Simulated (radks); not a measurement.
The numbers below are computed, except where a source is named.
The mercury ion Hg11+, configuration [Xe] 4f14 5d1 (the NIST ground configuration).

Level of theory: scalar-relativistic Kohn-Sham, PBE, spin-unpolarised, spherical densities, point nucleus (a radial shooting solver on a logarithmic mesh with Libxc functionals).

Energy parts (eV):
total: -533030.07
kinetic: 598682.76
electron-nucleus: -1314356.66
Hartree: 192524.40
exchange-correlation: -9880.57

Orbitals (lengths in bohr, moments of r in powers of bohr; <r^-3> diverges for s and p1/2; r(max) is where P^2 peaks; r(90%) holds 90 % of the orbital's charge):
orbital  occ.  eigenvalue (eV)   r(max)  <r^-3>       <r^4>  r(90%)
1s          2        -83389.54  0.01022       -   3.988e-07  0.0303
2s          2        -14945.08  0.05913       -  0.00005816   0.109
2p          6        -12912.84  0.04906   26800  0.00004759   0.103
3s          2        -3697.812   0.1667       -    0.002096   0.265
3p          6        -3110.758   0.1663    6161    0.002317   0.272
3d         10        -2494.284   0.1355   759.7    0.001779   0.256
4s          2        -966.3316   0.3754       -     0.04640   0.571
4p          6        -773.7029   0.3955    1497     0.06201   0.616
4d         10        -545.3948   0.4023   162.3     0.08408   0.667
4f         14        -291.8536   0.3653   32.30      0.1406   0.756
5s          2        -306.0045   0.8147       -      0.9779    1.22
5p          6        -249.6833   0.8992   311.3       1.512    1.37
5d          1        -181.3088    1.037   28.37       2.953    1.62
6s          0        -143.7417    1.635       -       12.51    2.30
6p          0        -123.5649    1.820   100.6       18.85    2.55

The highest occupied level is 5d at -181.31 eV. For comparison, the ionisation energy in NIST's Atomic Spectra Database is 193 eV (semi-empirical). In exact Kohn-Sham theory the highest level is minus the ionisation energy, but local and semilocal functionals leave it too shallow, through self-interaction and a potential that decays too fast; potentials with the right tail come closer.

Beside tabulated values, note that spin-unpolarised runs miss the spin-polarisation part of the exchange energy of open shells.
